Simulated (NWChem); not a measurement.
System: AlGeH$_{4}$OCl; SMILES [Cl][Al]([GeH3])[OH]

Output (shortened):

```
             Northwest Computational Chemistry Package (NWChem) 7.3.0
             --------------------------------------------------------

                             Geometry "geometry" -> ""
                             -------------------------

 Output coordinates in angstroms (scale by  1.889725989 to convert to a.u.)

  No.       Tag          Charge          X              Y              Z
 ---- ---------------- ---------- -------------- -------------- --------------
    1 Al                  13.0000     0.57039300    -0.58209500    -0.04513800
    2 Cl                  17.0000    -0.70093600    -2.25482200    -0.36772500
    3 Ge                  32.0000    -0.28000800     1.71910700     0.00484200
    4 H                    1.0000    -0.96895000     2.08834200    -1.33753400
    5 H                    1.0000    -1.34301700     1.89672100     1.12349500
    6 H                    1.0000     0.85596600     2.74474200     0.25735200
    7 O                    8.0000     2.24842900    -0.84615700     0.18843300
    8 H                    1.0000     2.65603000    -1.72763800     0.18162700

 Effective nuclear repulsion energy (a.u.)     369.9085806618

  xc_inp: hfexch multiplicative factor not found.
                              NWChem Property Module
                              ----------------------

  itol2e modified to match energy
  convergence criterion.

                                 NWChem DFT Module
                                 -----------------

 Summary of "ao basis" -> "ao basis" (spherical)
 ------------------------------------------------------------------------------
       Tag                 Description            Shells   Functions and Types
 ---------------- ------------------------------  ------  ---------------------
 Al                          6-31g*                  8       18   4s3p1d
 Cl                          6-31g*                  8       18   4s3p1d
 Ge                          6-31g*                 12       32   5s4p3d
 H                           6-31g*                  2        2   2s
 O                           6-31g*                  6       14   3s2p1d

  itol2e modified to match energy
  convergence criterion.

            General Information
            -------------------
          SCF calculation type: DFT
          Wavefunction type:  closed shell.
          No. of atoms     :     8
          No. of electrons :    74
           Alpha electrons :    37
            Beta electrons :    37
          Charge           :     0
          Spin multiplicity:     1
          Use of symmetry is: off; symmetry adaption is: off
          Maximum number of iterations: 150
          AO basis - number of functions:    90
                     number of shells:    42
          Convergence on energy requested:  1.00D-07
          Convergence on density requested:  1.00D-05
          Convergence on gradient requested:  5.00D-04

              XC Information
              --------------
                     Hartree-Fock (Exact) Exchange  1.000

      Superposition of Atomic Density Guess
      -------------------------------------

 Sum of atomic energies:       -2853.07795228

      Non-variational initial energy
      ------------------------------

 Total energy =   -2853.920055
 1-e energy   =   -4708.146797
 2-e energy   =    1484.318161
 HOMO         =      -0.327694
 LUMO         =      -0.002317

   convergence    iter        energy       DeltaE   RMS-Dens  Diis-err
 ---------------- ----- ----------------- --------- --------- ---------
 d= 0,ls=0.0,diis     1  -2853.6858233265 -3.22D+03  8.98D-03  6.38D-01
 d= 0,ls=0.0,diis     2  -2853.7500628491 -6.42D-02  3.00D-03  2.57D-01
 d= 0,ls=0.0,diis     3  -2853.7751224060 -2.51D-02  1.01D-03  4.38D-03
 d= 0,ls=0.0,diis     4  -2853.7762267864 -1.10D-03  2.95D-04  2.93D-04
 d= 0,ls=0.0,diis     5  -2853.7763074524 -8.07D-05  6.98D-05  1.67D-05
  Resetting Diis
 d= 0,ls=0.0,diis     6  -2853.7763121528 -4.70D-06  2.37D-05  1.63D-06
 d= 0,ls=0.0,diis     7  -2853.7763125951 -4.42D-07  6.22D-06  1.87D-07
 d= 0,ls=0.0,diis     8  -2853.7763126323 -3.72D-08  1.92D-06  5.82D-08

         Total DFT energy =    -2853.776312632333
      One electron energy =    -4711.507886915011
           Coulomb energy =     1620.776466349000
    Exchange-Corr. energy =     -132.953472728109
 Nuclear repulsion energy =      369.908580661787

 Numeric. integr. density =        0.000000000000

                       DFT Final Molecular Orbital Analysis
                       ------------------------------------

 Vector   35  Occ=2.000000D+00  E=-4.657200D-01
              MO Center= -6.5D-01, -1.1D+00, -2.7D-01, r^2= 5.0D+00
   Bfn.  Coefficient  Atom+Function         Bfn.  Coefficient  Atom+Function
  ----- ------------  ---------------      ----- ------------  ---------------
    27      0.582562  2 Cl pz                31      0.348051  2 Cl pz
    23     -0.227084  2 Cl pz                49     -0.227955  3 Ge pz
    70      0.128266  4 H  s                 72     -0.128151  5 H  s
    69      0.115938  4 H  s                 71     -0.115844  5 H  s
    45      0.094629  3 Ge pz                79     -0.093930  7 O  pz

 Vector   36  Occ=2.000000D+00  E=-4.636678D-01
              MO Center= -3.5D-01, -6.9D-01, -1.9D-01, r^2= 6.2D+00
   Bfn.  Coefficient  Atom+Function         Bfn.  Coefficient  Atom+Function
  ----- ------------  ---------------      ----- ------------  ---------------
    25      0.487949  2 Cl px                29      0.274810  2 Cl px
    26     -0.259516  2 Cl py                47     -0.258369  3 Ge px
    21     -0.189527  2 Cl px                30     -0.157598  2 Cl py
    74     -0.154587  6 H  s                 73     -0.132604  6 H  s
    43      0.107243  3 Ge px                70      0.103361  4 H  s

 Vector   37  Occ=2.000000D+00  E=-3.958967D-01
              MO Center= -6.0D-02,  6.3D-01, -4.6D-02, r^2= 3.6D+00
   Bfn.  Coefficient  Atom+Function         Bfn.  Coefficient  Atom+Function
  ----- ------------  ---------------      ----- ------------  ---------------
    48      0.432629  3 Ge py                 8     -0.287348  1 Al py
    26      0.266878  2 Cl py                 6     -0.253879  1 Al s
    44     -0.174595  3 Ge py                47     -0.159479  3 Ge px
    30      0.156023  2 Cl py                74      0.118022  6 H  s
     4      0.113561  1 Al py                46      0.111906  3 Ge s

 Vector   38  Occ=0.000000D+00  E= 5.844499D-02
              MO Center=  4.4D-01, -1.8D-01, -3.3D-02, r^2= 5.3D+00
   Bfn.  Coefficient  Atom+Function         Bfn.  Coefficient  Atom+Function
  ----- ------------  ---------------      ----- ------------  ---------------
    13      0.696170  1 Al pz                 9      0.324163  1 Al pz
    70      0.288906  4 H  s                 72     -0.288691  5 H  s
    53      0.220379  3 Ge pz                31     -0.217447  2 Cl pz
    83     -0.206250  7 O  pz                27     -0.148209  2 Cl pz
    79     -0.148053  7 O  pz                 5     -0.129835  1 Al pz

[...]

          -----------------------
          Electric field gradient
          -----------------------

 1 a.u. = 0.324123 10**(16) esu/cm**3  ( or statvolts/cm**2 ) = 0.97174 10**(22) v/m**2

 ------------------------------------------------------------
   Atom      X         Y         Z
 ------------------------------------------------------------
    1 Al   1.07789  -1.10000  -0.08530
 ------------------------------------------------------------

 Electric field gradient in molecular frame (a.u.)
         XX             YY             ZZ             XY             XZ             YZ
 ------------------------------------------------------------------------------------------
        0.401369       0.401906      -0.803274      -0.250023       0.167522       0.058136

 Principal components (a.u.) and orientation
 of principal axis w.r.t. absolute frame                      Asymmetry parameter eta
 --------------------------------------------------------------------------------------
       -0.833162       0.655898       0.177264                       0.574478

       -0.149291      -0.717822       0.680032
       -0.076625       0.694070       0.715818
        0.985820      -0.054757       0.158622

 ------------------------------------------------------------
   Atom      X         Y         Z
 ------------------------------------------------------------
    2 Cl  -1.32458  -4.26100  -0.69490
 ------------------------------------------------------------

 Electric field gradient in molecular frame (a.u.)
         XX             YY             ZZ             XY             XZ             YZ
 ------------------------------------------------------------------------------------------
        0.049290      -0.417217       0.367927      -0.891236      -0.122723      -0.198679

 Principal components (a.u.) and orientation
 of principal axis w.r.t. absolute frame                      Asymmetry parameter eta
 --------------------------------------------------------------------------------------
       -1.140976       0.739013       0.401964                       0.295404

        0.602395       0.784112      -0.149291
        0.783559      -0.616568      -0.076670
        0.152166       0.070793       0.985816

 ------------------------------------------------------------
   Atom      X         Y         Z
 ------------------------------------------------------------
    3 Ge  -0.52914   3.24864   0.00915
 ------------------------------------------------------------

 Electric field gradient in molecular frame (a.u.)
         XX             YY             ZZ             XY             XZ             YZ
 ------------------------------------------------------------------------------------------
       -0.049018       0.191340      -0.142321      -0.102364       0.006447       0.010568

 Principal components (a.u.) and orientation
 of principal axis w.r.t. absolute frame                      Asymmetry parameter eta
 --------------------------------------------------------------------------------------
        0.229185      -0.144119      -0.085066                       0.257665

       -0.344816      -0.149286       0.926723
        0.938442      -0.076610       0.336835
        0.020711       0.985822       0.166513

 ------------------------------------------------------------
   Atom      X         Y         Z
 ------------------------------------------------------------
    4 H   -1.83105   3.94639  -2.52757
 ------------------------------------------------------------

 Electric field gradient in molecular frame (a.u.)
         XX             YY             ZZ             XY             XZ             YZ
 ------------------------------------------------------------------------------------------
        0.031261       0.064214      -0.095475       0.022900      -0.086995       0.045591

 Principal components (a.u.) and orientation
 of principal axis w.r.t. absolute frame                      Asymmetry parameter eta
 --------------------------------------------------------------------------------------
       -0.151785       0.076344       0.075441                       0.005950

        0.441067      -0.165223       0.882135
       -0.229874       0.929321       0.288998
        0.867535       0.330247      -0.371913

 ------------------------------------------------------------
   Atom      X         Y         Z
 ------------------------------------------------------------
    5 H   -2.53793   3.58428   2.12310
 ------------------------------------------------------------

 Electric field gradient in molecular frame (a.u.)
         XX             YY             ZZ             XY             XZ             YZ
 ------------------------------------------------------------------------------------------
       -0.030492       0.073743      -0.043250       0.016382       0.112173      -0.017612

 Principal components (a.u.) and orientation
 of principal axis w.r.t. absolute frame                      Asymmetry parameter eta
 --------------------------------------------------------------------------------------
       -0.151790       0.076348       0.075443                       0.005961

       -0.682805      -0.081480       0.726043
        0.106047       0.972184       0.208835
        0.722863      -0.219588       0.655171

 ------------------------------------------------------------
   Atom      X         Y         Z
 ------------------------------------------------------------
    6 H    1.61754   5.18681   0.48632
 ------------------------------------------------------------

 Electric field gradient in molecular frame (a.u.)
         XX             YY             ZZ             XY             XZ             YZ
 ------------------------------------------------------------------------------------------
       -0.047249      -0.021632       0.068881      -0.111439      -0.027246      -0.024455

 Principal components (a.u.) and orientation
 of principal axis w.r.t. absolute frame                      Asymmetry parameter eta
 --------------------------------------------------------------------------------------
       -0.152664       0.077738       0.074926                       0.018413

        0.736341      -0.659841      -0.149705
        0.656672       0.750248      -0.076881
        0.163045      -0.041696       0.985737

 ------------------------------------------------------------
   Atom      X         Y         Z
 ------------------------------------------------------------
    7 O    4.24891  -1.59900   0.35609
 ------------------------------------------------------------

 Electric field gradient in molecular frame (a.u.)
         XX             YY             ZZ             XY             XZ             YZ
 ------------------------------------------------------------------------------------------
       -0.009415      -0.791894       0.801308       0.901477      -0.053758       0.012094

 Principal components (a.u.) and orientation
 of principal axis w.r.t. absolute frame                      Asymmetry parameter eta
 --------------------------------------------------------------------------------------
       -1.384087       0.808506       0.575581                       0.168287

       -0.548785      -0.149227       0.822537
        0.835767      -0.076607       0.543714
       -0.018124       0.985831       0.166760

 ------------------------------------------------------------
   Atom      X         Y         Z
 ------------------------------------------------------------
    8 H    5.01917  -3.26476   0.34323
 ------------------------------------------------------------

 Electric field gradient in molecular frame (a.u.)
         XX             YY             ZZ             XY             XZ             YZ
 ------------------------------------------------------------------------------------------
        0.101193      -0.338654       0.237460       0.262354      -0.000305      -0.005095

 Principal components (a.u.) and orientation
 of principal axis w.r.t. absolute frame                      Asymmetry parameter eta
 --------------------------------------------------------------------------------------
       -0.461098       0.237903       0.223195                       0.031897

       -0.422809      -0.149267       0.893841
        0.906196      -0.076633       0.415856
        0.006424       0.985823       0.167666
```

Level: Hartree-Fock/6-31G* (spherical d). Geometry: optimised at PBE-D3(BJ)/def2-SVP. NWChem prints the field gradient with the sign opposite to the second derivative of the potential.

Question: Which NWChem input produces such a log?

Answer: This is not unique; one that fits is the input that was run:
```
start job
memory heap 200 mb stack 900 mb global 1100 mb
geometry units angstroms noautosym nocenter noautoz
  Al     0.570393    -0.582095    -0.045138
  Cl    -0.700936    -2.254822    -0.367725
  Ge    -0.280008     1.719107     0.004842
  H     -0.968950     2.088342    -1.337534
  H     -1.343017     1.896721     1.123495
  H      0.855966     2.744742     0.257352
  O      2.248429    -0.846157     0.188433
  H      2.656030    -1.727638     0.181627
end
basis spherical
  * library 6-31g*
end
dft
  xc hfexch
  iterations 150
end
property
  efieldgrad
end
task dft property
```
